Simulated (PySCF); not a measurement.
## BiP: input and log

State: ¹Σ⁺ (singlet), closed shell.

An equivalent input (the run itself took its basis sets from the Basis Set Exchange, started from a PBE0 density and held the occupation σ 9α 9β, πx 4α 4β, πy 4α 4β, δx 1α 1β, δy 1α 1β):

```python
from pyscf import gto, scf, cc
mol = gto.M(atom='Bi 0 0 0; P 0 0 2.263', basis={'Bi': 'def2-TZVPP', 'P': 'def2-TZVPP'}, ecp={'Bi': 'def2-TZVPP'},
            charge=0, spin=0, verbose=4, symmetry='C2v')
mf = scf.RHF(mol)
mf.irrep_nelec = {'A1': 20, 'A2': 2, 'B1': 8, 'B2': 8}
mf.conv_tol = 1e-9
mf.max_cycle = 60
mf.diis_space = 10
mf.kernel()
mycc = cc.CCSD(mf, frozen=[0, 1, 2, 3, 4, 5, 6, 7, 8, 87, 88, 89, 90, 91])
mycc.run(conv_tol=1e-7, conv_tol_normt=1e-5, max_cycle=80, diis_space=8)
et = mycc.ccsd_t()
```

The SCF ended at -554.29164863 hartree. The coupled-cluster part of the log:

```
******** <class 'pyscf.cc.ccsd.CCSD'> ********
CC2 = 0
CCSD nocc = 10, nmo = 78
frozen orbitals [0, 1, 2, 3, 4, 5, 6, 7, 8, 87, 88, 89, 90, 91]
max_cycle = 80
direct = 0
conv_tol = 1e-07
conv_tol_normt = 1e-05
diis_space = 8
diis_start_cycle = 0
diis_start_energy_diff = 1e+09
Init t2, MP2 energy = -554.871942447833  E_corr(MP2) -0.58029381520099
Init E_corr(CCSD) = -0.580293815201734
cycle = 1  E_corr(CCSD) = -0.518173411459219  dE = 0.0621204037  norm(t1,t2) = 0.0908856
cycle = 2  E_corr(CCSD) = -0.548104592192742  dE = -0.0299311807  norm(t1,t2) = 0.046969
cycle = 3  E_corr(CCSD) = -0.543145207594706  dE = 0.0049593846  norm(t1,t2) = 0.0191179
cycle = 4  E_corr(CCSD) = -0.544863970903706  dE = -0.00171876331  norm(t1,t2) = 0.00892906
cycle = 5  E_corr(CCSD) = -0.545687608653542  dE = -0.00082363775  norm(t1,t2) = 0.00328324
cycle = 6  E_corr(CCSD) = -0.54571760635573  dE = -2.99977022e-05  norm(t1,t2) = 0.000950094
cycle = 7  E_corr(CCSD) = -0.545651997697055  dE = 6.56086587e-05  norm(t1,t2) = 0.000273736
cycle = 8  E_corr(CCSD) = -0.545681155128789  dE = -2.91574317e-05  norm(t1,t2) = 9.60834e-05
cycle = 9  E_corr(CCSD) = -0.545685287108139  dE = -4.13197935e-06  norm(t1,t2) = 2.12099e-05
cycle = 10  E_corr(CCSD) = -0.545682986206156  dE = 2.30090198e-06  norm(t1,t2) = 7.78502e-06
cycle = 11  E_corr(CCSD) = -0.545683083155854  dE = -9.69496985e-08  norm(t1,t2) = 3.75011e-06
CCSD converged
E(CCSD) = -554.8373317157874  E_corr = -0.5456830831558543
CCSD(T) correction = -0.0272639904766994
```

T1 diagnostic 0.016, D1 0.040, 20 electrons correlated, 5 of the virtual orbitals (those above 20 hartree) left out.

Repeating this along the bond gives Re = 2.303 Å and ωe = 446 cm⁻¹.

A point of this curve took 28 CPU seconds beside 1 for the integrals, on Arm Neoverse N1 (shared host).

Correlated steps freeze 9 core orbitals. Spin–orbit coupling is left out, which matters for elements this heavy, above all for dissociation energies.
